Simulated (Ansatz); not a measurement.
C₁₀H₁₈Ge⁺, that is Ge(vinyl)3(nBu) with one electron fewer. Charge 1, multiplicity 2. Geometry PBE0-D4/def2-SVP, that of the neutral singlet; atoms count from 1.

```xyz
29

Ge   -0.4502    0.2449   -0.8509
C    -2.3081    0.4579   -1.3879
C    -2.7053    1.3318   -2.3178
H    -3.0638   -0.1789   -0.9090
H    -1.9928    1.9915   -2.8270
H    -3.7565    1.4328   -2.6130
C     0.5674    1.7856   -1.4679
C     1.3830    1.7519   -2.5263
H     0.4560    2.7320   -0.9216
H     1.5287    0.8347   -3.1093
H     1.9433    2.6332   -2.8603
C     0.2675   -1.3537   -1.6989
C    -0.3442   -1.9833   -2.7063
H     1.2268   -1.7493   -1.3400
H    -1.3002   -1.6290   -3.1100
H     0.0793   -2.8784   -3.1775
C    -0.3135    0.1034    1.1000
C     1.1154   -0.0937    1.5989
C     1.2604   -0.1125    3.1200
C     0.5443   -1.2657    3.8067
H    -0.7476    1.0234    1.5298
H    -0.9665   -0.7256    1.4195
H     1.5234   -1.0364    1.1901
H     1.7583    0.7067    1.1927
H     2.3344   -0.1514    3.3709
H     0.8915    0.8463    3.5270
H     0.7217   -1.2578    4.8930
H    -0.5453   -1.2223    3.6541
H     0.8928   -2.2379    3.4207
```

**Question.** Estimate the Mulliken populations from the PBE0/def2-SVP orbitals of Ansatz.

**Answer.** 
```json
{"atom": "Ge1", "charge (e)": "0.64", "spin (α − β)": "0.01"}
{"atom": "C2", "charge (e)": "-0.25", "spin (α − β)": "0.08"}
{"atom": "C3", "charge (e)": "0.00", "spin (α − β)": "0.15"}
{"atom": "H4", "charge (e)": "0.11", "spin (α − β)": "0.00"}
{"atom": "H5", "charge (e)": "0.10", "spin (α − β)": "0.00"}
{"atom": "H6", "charge (e)": "0.12", "spin (α − β)": "0.00"}
{"atom": "C7", "charge (e)": "-0.27", "spin (α − β)": "0.07"}
{"atom": "C8", "charge (e)": "-0.01", "spin (α − β)": "0.14"}
{"atom": "H9", "charge (e)": "0.10", "spin (α − β)": "0.00"}
{"atom": "H10", "charge (e)": "0.10", "spin (α − β)": "-0.01"}
{"atom": "H11", "charge (e)": "0.11", "spin (α − β)": "0.00"}
{"atom": "C12", "charge (e)": "-0.27", "spin (α − β)": "0.08"}
{"atom": "C13", "charge (e)": "-0.01", "spin (α − β)": "0.15"}
{"atom": "H14", "charge (e)": "0.10", "spin (α − β)": "0.00"}
{"atom": "H15", "charge (e)": "0.10", "spin (α − β)": "0.00"}
{"atom": "H16", "charge (e)": "0.11", "spin (α − β)": "0.00"}
{"atom": "C17", "charge (e)": "-0.21", "spin (α − β)": "0.27"}
{"atom": "C18", "charge (e)": "-0.12", "spin (α − β)": "0.01"}
{"atom": "C19", "charge (e)": "-0.08", "spin (α − β)": "0.05"}
{"atom": "C20", "charge (e)": "-0.11", "spin (α − β)": "0.00"}
{"atom": "H21", "charge (e)": "0.12", "spin (α − β)": "0.00"}
{"atom": "H22", "charge (e)": "0.12", "spin (α − β)": "0.00"}
{"atom": "H23", "charge (e)": "0.07", "spin (α − β)": "0.00"}
{"atom": "H24", "charge (e)": "0.08", "spin (α − β)": "0.01"}
{"atom": "H25", "charge (e)": "0.09", "spin (α − β)": "0.01"}
{"atom": "H26", "charge (e)": "0.07", "spin (α − β)": "0.00"}
{"atom": "H27", "charge (e)": "0.08", "spin (α − β)": "0.00"}
{"atom": "H28", "charge (e)": "0.05", "spin (α − β)": "0.00"}
{"atom": "H29", "charge (e)": "0.06", "spin (α − β)": "0.00"}
```
Mulliken values and Mayer orders depend strongly on the basis.

**Question.** Where does the spin sit?

**Answer.** Summed by element: Ge 0.01, C 0.99, H 0.00, of 1 unpaired in all. Largest on single atoms: C17 0.27, C3 0.15, C13 0.15.

**Question.** And the Mayer bond orders between bonded heavy atoms (over 0.3)?

**Answer.** Ge1–C2 0.96 (1.95 Å); Ge1–C7 0.97 (1.95 Å); Ge1–C12 0.97 (1.95 Å); Ge1–C17 0.79 (1.96 Å); C2–C3 1.81 (1.34 Å); C7–C8 1.82 (1.34 Å); C12–C13 1.82 (1.34 Å); C17–C18 1.05 (1.53 Å); C18–C19 1.03 (1.53 Å); C19–C20 1.09 (1.52 Å).
